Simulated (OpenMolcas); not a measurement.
# Lines of Br II: computed and rescaled rates

```
Program             : OpenMolcas 26.06
Method              : SS-CASPT2, IPEA 0.25 Eh, imaginary shift 0.1 Eh (closed shells correlated: 3d 4s)
Basis               : ANO-RCC-VQZP [7s6p4d2f1g]
Scalar Hamiltonian  : DKH2, point nucleus
Active space        : 4 electrons in 3 orbitals (4p)
State averaging     : 2S+1 = 3 even, 3 roots; 2S+1 = 1 even, 6 roots
Spin-orbit coupling : RASSI with atomic mean-field integrals over the reference wave functions, term energies averaged over their components
```

Rates come from the transition moments of the reference wave functions (E1 and E2 in the length form). At fixed line strength A goes as λ^-3 for E1 and M1 and as λ^-5 for E2, so a rate at the computed wavelength can be rescaled to the measured one. Measured vacuum wavelengths follow from level energies in NIST Handbook of Basic Atomic Spectroscopic Data. Branching counts decays inside the model space alone, at computed energies, and the table is only a selection of the E2 and M1 lines, drawn from those between levels with measured partners whose computed energy lies within a factor of 1.5 of the measured one.

```tsv
Upper	Lower	Type	λ computed (nm)	λ measured (nm)	A computed (s-1)	A rescaled (s-1)	Branching %
4s2 4p4 1S0	4s2 4p4 3P1	M1	389.3	404.4	2.04e+01		81.2
4s2 4p4 1S0	4s2 4p4 1D2	E2	609.3	633.8	4.27e+00	3.51e+00	17.0
4s2 4p4 1D2	4s2 4p4 3P2	M1	822.9	827.2	1.67e+00		86.0
4s2 4p4 3P1	4s2 4p4 3P2	M1	3473	3188	5.26e-01	6.80e-01	100.0
4s2 4p4 1S0	4s2 4p4 3P2	E2	350.1	358.8	4.33e-01		1.7
4s2 4p4 1D2	4s2 4p4 3P1	M1	1078	1117	2.53e-01		13.0
4s2 4p4 3P0	4s2 4p4 3P1	M1	13430	14270	2.19e-02	1.83e-02	97.4
4s2 4p4 1D2	4s2 4p4 3P2	E2	822.9	827.2	1.73e-02		0.9
4s2 4p4 3P0	4s2 4p4 3P2	E2	2759	2606	5.83e-04	7.75e-04	2.6
```

Spin-changing lines and M1 lines between different terms are not rescaled, since their strength hangs on the term gaps too.

The largest correction is for 4s2 4p4 3P0 → 4s2 4p4 3P2 (E2): 5.83e-04 × (2759 / 2606)^5 = 7.75e-04 s-1, a factor of 1.33.

The computed rate and branching of 4s2 4p4 3P1 → 4s2 4p4 3P2 give the upper level a radiative lifetime of 1.000 / 5.26e-01 s-1 = 1.90e+00 s, counting decays inside the model space alone. The rescaled rate gives about 1.5e+00 s.

No measured rate stands beside these. Rescaling mends the energy factor alone: line strengths can still be far off where a level mixes with configurations outside the active space, and weak or spin-changing lines hang on small mixing coefficients that depend on the term gaps too, so rescaling need not improve them.

CASPT2 breaks the degeneracy within a term, and the mean is taken; among the terms shown or strongly mixed into the levels shown the widest spread is 170 cm-1 (4s2 4p4 1D). With the s shell closed, the reference lacks s² → p² mixing. Computed and measured levels are paired by configuration, term and J; levels that our copy of the source lacks, or whose pairing is in doubt (as where it misses far off the trend of its configuration), stay unpaired. Only configurations of the active space appear.
